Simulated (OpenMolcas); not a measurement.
# Te: effect of the basis set

```json
{
  "Program": "OpenMolcas",
  "Method": "CASSCF",
  "Active space": "4 electrons in 3 orbitals (5p)",
  "State averaging": "2S+1 = 3 even, 3 roots; 2S+1 = 1 even, 6 roots",
  "Spin-orbit coupling": "state interaction with AMFI integrals over the reference wave functions, term energies averaged over their components"
}
```

A. ANO-RCC-VDZP [6s5p3d1f], DKH2, point nucleus; cost of the order of 3 core-seconds
B. ANO-R1 [6s5p3d1f], X2C, finite nucleus; cost roughly 2.4 core-seconds
C. ANO-R2 [7s6p4d2f1g], X2C, finite nucleus; cost roughly 3 core-seconds
D. ANO-RCC-VTZP [7s6p4d2f1g], DKH2, point nucleus; cost about 2.3 core-seconds
E. ANO-RCC-VQZP [8s7p5d3f2g], DKH2, point nucleus; cost of the order of 4 core-seconds
F. ANO-R3 [8s7p5d4f3g2h], X2C, finite nucleus; cost roughly 9 core-seconds

Energies in cm-1 above 5s2 5p4 3P2, the measured ground level; measured values from NIST Handbook of Basic Atomic Spectroscopic Data.

| Level | A | B | C | D | E | F | Measured |
| --- | --- | --- | --- | --- | --- | --- | --- |
| 5s2 5p4 3P2 | 0.0 | 0.0 | 0.0 | 0.0 | 0.0 | 0.0 | 0.0 |
| 5s2 5p4 3P1 | 4226 | 4017 | 4222 | 4184 | 4216 | 4175 | 4751 |
| 5s2 5p4 3P0 | 4798 | 4646 | 4779 | 4746 | 4777 | 4744 | 4706 |
| 5s2 5p4 1D2 | 12350 | 12406 | 12397 | 12345 | 12377 | 12335 | 10558 |
| 5s2 5p4 1S0 | 27079 | 27422 | 27152 | 27040 | 27092 | 27031 | 23198 |

Deviations, from unrounded energies. A percentage is the sum of absolute deviations over the sum of measured energies, with the sign that they share, or ± where signs differ.

```tsv
Against measurement	Levels	A	B	C	D	E	F
mean absolute deviation (cm-1)	4	1600	1700	1600	1600	1600	1600
fine structure of the ground term (%)	2	±6.5	-8.4	±6.4	±6.4	±6.4	±6.5
other terms of the ground configuration (%)	2	+16.8	+18.0	+17.2	+16.7	+16.9	+16.6
```

A, C, D, E, F lie about equally close to measurement and B furthest from it. The largest miss of F in the table is 5s2 5p4 1S0, by +3800 cm-1. The ranking rests on the paired levels alone, and a cruder setting can come out closer through cancelling errors.

Among A to F the level of the table that moves most is 5s2 5p4 1S0, by 390 cm-1 (lowest in F, highest in B).

With the s shell closed, the reference lacks s² → p² mixing. Measured partners are found by configuration, term and J. A level has none where our copy of the source lacks it or the pairing is in doubt (some pairs that miss far off the trend of their configuration count as doubtful), and it then counts in no deviation. Only configurations of the active space appear.
